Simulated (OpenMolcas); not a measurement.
# Co5+, Rh5+, Ir5+: d⁴ down the group

```
Program             : OpenMolcas
Method              : SS-CASPT2, IPEA 0.25 Eh, imaginary shift 0.1 Eh
Basis               : ANO-R2
Scalar Hamiltonian  : X2C, finite nucleus
Spin-orbit coupling : state interaction with AMFI integrals over the reference wave functions, term energies averaged over their components
```

Active space for each ion: 4 electrons in 5 orbitals (d); closed shells correlated by CASPT2: Co5+ 3s 3p; Rh5+ 4s 4p; Ir5+ 5s 5p.

Computed levels in cm-1 above ⁵D₀:

| Level | Co5+ | Rh5+ | Ir5+ |
| --- | --- | --- | --- |
| ⁵D₁ | 207 | 674 | 5790 |
| ⁵D₂ | 604 | 1755 | 10590 |
| ⁵D₃ | 1165 | 3060 | 14150 |
| ⁵D₄ | 1864 | 4500 | 16260 |
| ³P₁(1) | 28940 | 21720 | 30720 |
| ³H₄ | 29060 | 20240 | 25000 |
| ³H₅ | 29520 | 21840 | 31040 |
| ³H₆ | 30020 | 23090 | 33780 |
| ³F₂(1) | 31230 | 23390 | 29840 |
| weight of ⁵D in the lowest level (%) | 100 | 96 | 60 |

Mixed levels, with the weight of the term that names them: Ir5+ ⁵D₀ (60 %), Ir5+ ⁵D₄ (62 %), Ir5+ ³P₁(1) (74 %), Ir5+ ³H₄ (55 %), Ir5+ ³H₆ (72 %), Ir5+ ³F₂(1) (63 %).

Measured, with the error of the calculation in %. Measured levels: Co5+ from Sugar and Corliss, J. Phys. Chem. Ref. Data 10, 1097 (1981).

```tsv
Level	Co5+
⁵D₁	204 (+1.5)
⁵D₂	589 (+2.5)
⁵D₃	1125 (+3.5)
⁵D₄	1782 (+4.6)
³P₁(1)	28462 (+1.7)
³H₄	28377 (+2.4)
³H₅	28806 (+2.5)
³H₆	29234 (+2.7)
³F₂(1)	30555 (+2.2)
```

The fine-structure level ⁵D₄ changes by a factor of 8.72 from Co5+ to Ir5+.

Without spin-orbit coupling ³P(1) lies 28770, 20530, 18330 cm-1 above ⁵D in that order; the difference to the level ³P₁(1), of either sign, comes from spin-orbit coupling, which also lowers the zero.

Term energies are means over components that CASPT2 splits; among the terms shown or strongly mixed into the levels shown the widest spread is 170 cm-1 (4d⁴ ³F(1), Rh5+). Measured partners are found by configuration, term and J. A level has none where our copy of the source lacks it or the pairing is in doubt (some pairs that miss far off the trend of their configuration count as doubtful), and it then counts in no deviation. Only configurations of the active space appear.

A number in round brackets counts repeated terms of one configuration in the order of the reference energies.
